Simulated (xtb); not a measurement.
BClGeH4O, SMILES O[B](Cl)[GeH3]. All values are semi-empirical tight-binding results from xtb (GFN2-xTB unless named), good for trends rather than for accurate numbers. Coordinates come from a GFN2-xTB optimisation. Other conformers were not sampled.

For metal compounds this method's bond lengths and energies can be far off.

| Quantity | Result |
|---|---|
| orbital gap | 4.49 eV |
| zero-point energy | 25.9 kcal/mol |
| G − E(el) at 298.15 K (modified RRHO) | 6.1 kcal/mol |
